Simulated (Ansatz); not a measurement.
Geometry optimisation, UKS PBE-D4/cc-pVDZ in Ansatz.

Input:

```yaml
crystal:
  periodic: [false, false, false]
  atoms:
    - { symbol: Al, position_ang: [0.0, 0.0, 0.0] }
    - { symbol: F, position_ang: [0.0, 0.0, 1.94] }
    - { symbol: F, position_ang: [1.4635, 0.0, -0.845] }
    - { symbol: F, position_ang: [-1.4635, 0.0, -0.845] }
    - { symbol: F, position_ang: [0.0, 0.0, 3.38] }
magnetization:
  spin_polarized: true
  initial_magnetization: 1
basis:
  gaussian: { orbitals: cc-pVDZ }
hamiltonian:
  xc: pbe
  dispersion: d4
relax:
  f_tol: 0.15
  max_steps: 25
  restrain:
    - { distance: [1, 4], at: 1.14, k: 30.0 }
    - { distance: [0, 1], at: 2.89, k: 30.0 }
```

Run as:

```bash
$ ansatz run input.yaml --threads 2 --pin off --max-ram 3072MiB --backend cpu --events-out ev --progress --plain --runs-dir out
```

Task: Where does it end, and by what steps?

Result: The forces met the threshold. The restraints hold the end off the free minimum. After 6 steps the energy has risen by 1.567 eV (the restraints' own energy left out); F2 moved furthest, 0.57 Å. The start is strongly strained (largest force component 11 eV/Å), so its close contacts needn't be bonds. Parted: Al1–F2 (1.94 → 2.88 Å).

| step | energy less start (eV) | largest force component (eV/Å) | accepted |
| --- | --- | --- | --- |
| 0 | 0.0000 | 10.956 | yes |
| 1 | 0.7577 | 7.639 | yes |
| 2 | 2.3543 | 11.890 | yes |
| 3 | 1.6592 | 6.482 | yes |
| 4 | 1.6038 | 6.174 | yes |
| 5 | 1.5432 | 5.836 | yes |
| 6 | 1.5667 | 6.044 | yes |

```xyz
5
Properties=species:S:1:pos:R:3
Al 0.000 -0.012 -0.366
F 0.000 -0.009 2.515
F 1.496 0.006 -1.183
F -1.496 0.006 -1.183
F 0.000 0.008 3.847
```

Run time: 12 s on 2 threads of Intel(R) Xeon(R) Platinum 8375C CPU @ 2.90GHz (Ice Lake), on a shared host, peak memory 0.17 GiB.
